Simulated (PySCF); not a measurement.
Al(OH2)6, H12AlO6 (cation, charge +3), singlet, GFN2-xTB optimised geometry.

```
19

Al     0.00     0.00     0.00
O     -1.89     0.00     0.00
H     -2.49     0.01    -0.77
H     -2.48    -0.01     0.77
O      1.89     0.00     0.00
H      2.48    -0.01    -0.77
H      2.49     0.01     0.77
O      0.00     1.89     0.00
H     -0.77     2.49    -0.02
H      0.77     2.48     0.02
O      0.00     0.00     1.89
H      0.02    -0.77     2.48
H     -0.02     0.77     2.48
O      0.00     0.00    -1.89
H      0.02     0.77    -2.48
H     -0.02    -0.77    -2.48
O      0.00    -1.89     0.00
H     -0.77    -2.49     0.02
H      0.77    -2.48    -0.02
```

Density from B3LYP/def2-SVP (PySCF) at that geometry.

Minimum of the electron density along straight lines between bonded atoms, close to the bond critical point (lines longer than 1.1 times the sum of covalent radii, or with two minima, are not listed):

```
bond     length / Å  ρ at the minimum / e bohr⁻³  ∇²ρ there / e bohr⁻⁵  position (fraction from the first atom)
-------  ----------  ---------------------------  --------------------  ---------------------------------------
Al1–O2        1.895                        0.058                  0.43                                     0.42
O2–H3         0.971                        0.332                 -2.79                                     0.84
O2–H4         0.971                        0.332                 -2.79                                     0.84
Al1–O5        1.895                        0.058                  0.43                                     0.42
O5–H6         0.971                        0.332                 -2.79                                     0.84
O5–H7         0.971                        0.332                 -2.79                                     0.84
Al1–O8        1.895                        0.058                  0.43                                     0.42
O8–H9         0.971                        0.332                 -2.79                                     0.84
O8–H10        0.971                        0.332                 -2.79                                     0.84
Al1–O11       1.895                        0.058                  0.43                                     0.42
O11–H12       0.971                        0.332                 -2.79                                     0.84
O11–H13       0.971                        0.332                 -2.79                                     0.84
Al1–O14       1.895                        0.058                  0.43                                     0.42
O14–H15       0.971                        0.332                 -2.79                                     0.84
O14–H16       0.971                        0.332                 -2.79                                     0.84
Al1–O17       1.895                        0.058                  0.43                                     0.42
O17–H18       0.971                        0.332                 -2.79                                     0.84
O17–H19       0.971                        0.332                 -2.79                                     0.84
```
